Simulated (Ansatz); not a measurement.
Abridged output of a molecular run in Ansatz:

```
Functional definition: HF
1722 factors; integrals over basis functions are off by at most 9.7e-4 eV
mean field evaluation 1: about -32314.5582 eV, gradient 3.8e1 eV
mean field evaluation 2: about -32314.9820 eV, gradient 3.8e1 eV
mean field evaluation 4: about -32318.8275 eV, gradient 4.3e0 eV
mean field evaluation 8: about -32318.9507 eV, gradient 2.9e-1 eV
mean field -32318.95153086 eV, -1187.6995621870 hartree, gradient 3.2e-6 eV, S^2 0.000000; 0 other end points of the search recorded, 0 dependent functions left out
21 core orbitals not correlated: weight in the atoms' cores, before any rotation towards them, 1.000 or more for the frozen orbitals, at most 0.000 for the correlated occupied ones
reference -32318.95153086 eV, -1187.6995621870 hartree; 14, 14 occupied and 262, 262 virtual orbitals, 1722 factors
second order -18.71773477 eV of doubles, -0.00000000 eV of singles
cycle   1  -19.76982396 eV  change    -1.1e0 eV  update   1.2e-1
cycle   2  -20.38565597 eV  change   -6.2e-1 eV  update   3.7e-2
cycle   3  -20.49757883 eV  change   -1.1e-1 eV  update   1.9e-2
cycle   4  -20.48801585 eV  change    9.6e-3 eV  update   5.2e-3
cycle   5  -20.48515487 eV  change    2.9e-3 eV  update   2.4e-3
cycle   6  -20.48501936 eV  change    1.4e-4 eV  update   8.1e-4
cycle   7  -20.48459811 eV  change    4.2e-4 eV  update   3.6e-4
cycle   8  -20.48458490 eV  change    1.3e-5 eV  update   1.6e-4
cycle   9  -20.48468127 eV  change   -9.6e-5 eV  update   7.4e-5
cycle  10  -20.48466630 eV  change    1.5e-5 eV  update   3.1e-5
perturbative correction -0.88118183 eV, -0.0323828350 hartree
Total energy: -32340.31737900 eV, -1188.4847426237 hartree
```

Its atoms:

Z-matrix (Å, degrees):
```
Si
Si 1 2.311
Al 1 2.437 2 58.7
O 1 1.659 2 117.0 3 104.6
H 1 1.497 2 122.5 3 -119.5
H 2 1.500 1 142.6 3 161.1
H 2 1.589 1 81.0 3 56.7
Si 3 2.456 1 156.3 2 -161.7
H 4 0.958 1 116.2 2 115.9
H 8 1.490 3 109.9 1 -104.6
H 8 1.490 3 110.7 1 136.1
H 8 1.490 3 111.9 1 15.2
```

Which basis set was used?
A. def2-SVPD
B. def2-TZVPPD
C. def2-TZVPP
D. cc-pV(D+d)Z

C. It gives 297 functions.

Write the keys of the input that set method, charge and spin (a neutral closed shell needs none for the last two).


```yaml
correlation: {method: ccsd_t}
```
